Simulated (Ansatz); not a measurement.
X3Ti-Y-SiH3: PBE-D4/def2-SVP single points in Ansatz on relaxed structures, gas phase. Binding counts from free atoms in the multiplicity of their measured ground term, without zero-point energy. Singlets are spin-restricted. Names give formal oxidation states. The structures are stationary points that may keep the symmetry of their start.

```
                    species  atoms    state            geometry  HOMO (eV)  LUMO (eV)  gap (eV)  binding per atom (eV)  point group (within 0.1 Å)
  (F)3Ti-O-SiH3 (TiSiOF3H3)      9  singlet  r2SCAN-D4/def2-SVP      -8.02      -3.15      4.87                   4.48                          C3
(Cl)3Ti-S-SiH3 (TiSiH3SCl3)      9  singlet     PBE-D4/def2-SVP      -6.93      -4.36      2.57                   3.57                           –
(OH)3Ti-NH-SiH3 (TiSiNO3H7)     13  singlet  r2SCAN-D4/def2-SVP      -5.86      -1.95      3.92                   4.02                           –
```

The gap (eV) runs from 2.57 ((Cl)3Ti-S-SiH3) to 4.87 ((F)3Ti-O-SiH3).
